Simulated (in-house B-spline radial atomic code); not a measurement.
Configurations of Fe6+, with energies counted from [Ar] 3d2. Computed with a B-spline radial code for spherical atoms: scalar-relativistic (X2C) CAM-B3LYP, spin-polarised, spherical fractional occupations, exact exchange averaged over the configuration, Fermi nucleus of rms radius 3.7377 fm. Shells without spins written out take the highest spin.

Occupations are held fixed; configurations that lie above the ionisation limit could autoionise.

| configuration | E - E(ref) (eV) | highest orbital | its <r> (bohr) |
| --- | --- | --- | --- |
| [Ne] 3s2 3p5 3d3 | 50.775 | 3d up | 0.8159 |
| [Ar] 3d1 4p1 | 52.137 | 4p up | 1.904 |
| [Ne] 3s2 3p5 3d2 4p1 | 103.98 | 4p up | 1.897 |

Q: Order these further configurations by energy, lowest first.
A. [Ne] 3s2 3p5 3d2 4f1
B. [Ar] 3d1 4f1
C. [Ar] 3d1 4s1
D. [Ne] 3s2 3p5 3d2 4s1

A: C (41.585 eV), B (80.464 eV), D (93.39 eV), A (132.4 eV).
